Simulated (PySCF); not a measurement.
Trends in electronic spectra. Method used: PySCF 2.14.0, density-fitted response routines, TDDFT PBE0/def2-SVPD, vertical, gas phase, core orbitals frozen in the response. Geometries: GFN2-xTB; one conformer of each isolated species. Triplets are in the Tamm–Dancoff approximation.

Question: Rank by computed HOMO–LUMO gap, lowest first.
A. `N[Si@H]1CCCO1`
B. `C1OC(OCO1)(CC)F`
C. `[SiH3]O/C=C\C=C`
D. `N#C[C@@H]1CC[C@@H](F)C1`
E. `C=CCO[SiH2]N`
F. `[SiH3]O[SiH2][SiH3]`
G. `FCCCF`
H. `CN(C)C(=O)[SiH3]`

Answer: C (5.60 eV), H (6.80 eV), F (7.51 eV), E (7.79 eV), A (7.92 eV), B (9.22 eV), D (9.62 eV), G (10.14 eV).

| SMILES | gap (eV) | S1 (eV) | first f ≥ 0.01 (nm) | LUMO (eV) | f (S1) | S1 mainly |
| --- | --- | --- | --- | --- | --- | --- |
| C=C/C=C\O[SiH3] | 5.60 | 5.17 | 231 | -0.63 | 0.000 | H→L+1 (98%) |
| CN(C)C(=O)[SiH3] | 6.80 | 4.83 | 200 | -0.16 | 0.003 | H→L (98%) |
| [SiH3]O[SiH2][SiH3] | 7.51 | 6.22 | 199 | -0.56 | 0.017 | H→L (98%) |
| C=CCO[SiH2]N | 7.79 | 6.61 | 187 | 0.42 | 0.022 | H-1→L+1 (47%) |
| N[Si@H]1CCCO1 | 7.92 | 6.55 | 189 | 0.57 | 0.033 | H→L (95%) |
| CCC1(F)OCOCO1 | 9.22 | 8.03 | 143 | 0.70 | 0.005 | H→L (89%) |
| N#C[C@@H]1CC[C@@H](F)C1 | 9.62 | 7.79 | 142 | 0.25 | 0.000 | H→L (26%) |
| FCCCF | 10.14 | 8.87 | 140 | 0.75 | 0.021 | H→L (96%) |

H and L stand for HOMO and LUMO.

- `C=C/C=C\O[SiH3]`: Löwdin shares by element: HOMO carbon 63% or more, oxygen 13% (atoms not listed hold the other 24%); LUMO carbon 76% (atoms not listed hold the other 24%).
- `CN(C)C(=O)[SiH3]`: Löwdin shares by element: HOMO oxygen 60%, carbon 13% or more, silicon 11%, nitrogen 6%; LUMO carbon 31% or more, oxygen 23%, silicon 17%, nitrogen 12% (atoms not listed hold the other 16%).
- `[SiH3]O[SiH2][SiH3]`: Löwdin shares by element: HOMO silicon 49%, oxygen 25% (atoms not listed hold the other 27%); LUMO silicon 57%, oxygen 8% (atoms not listed hold the other 34%).
- `C=CCO[SiH2]N`: Löwdin shares by element: HOMO carbon 77%, oxygen 5% (atoms not listed hold the other 18%); LUMO carbon 38% or more, silicon 11%, nitrogen 6% (atoms not listed hold the other 44%).
- `N[Si@H]1CCCO1`: Löwdin shares by element: HOMO nitrogen 50%, silicon 14%, carbon 11% or more, hydrogen 9% or more (atoms not listed hold the other 16%); LUMO silicon 33%, hydrogen 29% or more, nitrogen 13% (atoms not listed hold the other 24%).
- `CCC1(F)OCOCO1`: Löwdin shares by element: HOMO oxygen 52% or more, carbon 17% or more (atoms not listed hold the other 31%); LUMO carbon 25% or more, fluorine 7%, oxygen 7% or more (atoms not listed hold the other 61%).
- `N#C[C@@H]1CC[C@@H](F)C1`: Löwdin shares by element: HOMO carbon 42% or more, nitrogen 34% (atoms not listed hold the other 24%); LUMO carbon 26% or more, hydrogen 16% or more, nitrogen 12% (atoms not listed hold the other 46%).
- `FCCCF`: Löwdin shares by element: HOMO fluorine 34%, carbon 32% or more (atoms not listed hold the other 34%); LUMO carbon 51%, hydrogen 8% or more (atoms not listed hold the other 41%).
